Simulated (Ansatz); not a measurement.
The cluster Mg2I3: single points at one geometry.

```yaml
crystal:
  periodic: [false, false, false]
  atoms:
    - {symbol: Mg, position_ang: [-0.561603, -1.349852, -0.420551]}
    - {symbol: Mg, position_ang: [0.150560, 1.439855, 0.467491]}
    - {symbol: I, position_ang: [-1.790459, -3.512594, -1.102367]}
    - {symbol: I, position_ang: [0.100737, 3.894579, 1.257871]}
    - {symbol: I, position_ang: [2.100766, -0.471998, -0.202434]}
basis:
  gaussian: {orbitals: def2-TZVP, initial_orbitals: start.molden}
magnetization: {spin_polarized: true, initial_magnetization: 1}
hamiltonian: {xc: {name: BHLYP}, dispersion: d4}
scf: {omitted_lower_state_checks: [starts]}
output: {orbitals: {seedname: orbitals}}
```

The file start.molden holds the orbitals of an earlier run on this structure, at another level or in another basis.

```sh
$ ansatz run in.yaml --threads 4 --pin off --events-out ev --progress --plain --max-ram 4787MiB
```

Output, abridged:

```
Functional definition: BHLYP
2000 factors; integrals over basis functions are off by at most 3.6e-4 eV
mean field evaluation 1: about -35193.9362 eV, gradient 5.5e0 eV
mean field evaluation 2: about -35193.9918 eV, gradient 8.8e-2 eV
mean field evaluation 4: about -35194.0319 eV, gradient 4.8e-4 eV
mean field -35194.03187516 eV, -1293.3568160407 hartree, gradient 1.9e-5 eV, S^2 0.752796; 0 other end points of the search recorded, 0 dependent functions left out
reference -35194.03205900 eV, -1293.3568227966 hartree; 50, 49 occupied and 164, 165 virtual orbitals, 2000 factors
Total energy: -35194.33932831 eV, -1293.3681147353 hartree
Checks for a lower state left out: starts
```

Hardware: 4 threads of Arm Neoverse V2 on a shared host. Wall time 8.5 s, peak host memory 0.91 GiB.

The first input with `gaussian: {orbitals: def2-SVP, initial_orbitals: start.molden}`, `hamiltonian: {xc: pbe0, dispersion: d4}` (abridged; 4.8 s):

```
Functional definition: PBE0
mean field -35188.69014297 eV, -1293.1605110033 hartree, gradient 2.2e-5 eV, S^2 0.751892
Total energy: -35188.84241400 eV, -1293.1661068605 hartree
Checks for a lower state left out: starts
```

As the first input, with `hamiltonian: {xc: r2scan, dispersion: d4}` (abridged; 12 s):

```
Functional definition: r2SCAN
mean field -35206.08203835 eV, -1293.7996513698 hartree, gradient 2.7e-5 eV, S^2 0.753201
Total energy: -35206.12290181 eV, -1293.8011530742 hartree
Checks for a lower state left out: starts
```

The first input with `hamiltonian: {xc: pbe, dispersion: d4}`, `output: {forces: true, orbitals: {seedname: orbitals}}` (abridged; 4.4 s):

```
Functional definition: PBE
mean field -35189.98939600 eV, -1293.2082576714 hartree, gradient 2.3e-5 eV, S^2 0.751873
Total energy: -35190.15820091 eV, -1293.2144611374 hartree
Atom 0 force     0.048894    -0.065525    -0.024077 eV/Å
Atom 1 force     0.075618     0.038722     0.009691 eV/Å
Atom 2 force     0.062656     0.110019     0.035400 eV/Å
Atom 3 force     0.002614    -0.125859    -0.039985 eV/Å
Atom 4 force    -0.189782     0.042644     0.018971 eV/Å
Dipole moment:     0.194620    -0.045208    -0.014171 e Å
Checks for a lower state left out: starts
```

Geometry: PBE-D4/def2-SVP.

In the def2 sets I takes a core potential; there is no spin–orbit coupling. Another isomer (doublet) lies 0.59 eV lower at PBE0-D4/def2-TZVP; other spin states weren't run for this one.
